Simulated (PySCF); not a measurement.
Be(Br)(OH), SMILES [OH][Be][Br] at its PBE0/def2-SVP optimised geometry (Å):

```
4

Be     0.1848    -0.0013     0.0000
Br     2.1467    -0.0013     0.0000
O     -1.1994    -0.0007     0.0041
H     -2.1467     0.0013     0.0081
```

Calculation: PBE0/def2-TZVP run with PySCF 2.14.0.

Map of the log10 of the electron density (e/bohr³), floored at −4 on the plane z = 0.6 Å:

```
|                           |
|                           |
|                           |
|                           |
|                           |
|                           |
|                ......     |
|         .......::---::.   |
|       .:---:::--=====-:.  |
|     .:-========+++**+=-:. |
|     :-=+***++++**###*+=-. |
|    :-=*####*++*##%%%#*+=: |
|   .:=*#%@@%#**##%@@@%#*=:.|
|   .-=*#%@@%#**##%@@@%#*=:.|
|   .:=*#%@@%#**##%@@@%#*=:.|
|    :-=*####*++*##%%%#*+=: |
|     :-=+***++++**###*+=-. |
|     .:-========+++**+=-:. |
|       .:---:::--=====-:.  |
|         .......::---::.   |
|                ......     |
|                           |
|                           |
|                           |
|                           |
|                           |
|                           |
```
Scale: ten equal steps from -4.00 (start of ' ') to -0.467 (end of '@'), in the order ' .:-=+*#%@'; x runs from -4.50 to 4.50, y from -4.50 (bottom) to 4.50 (top).
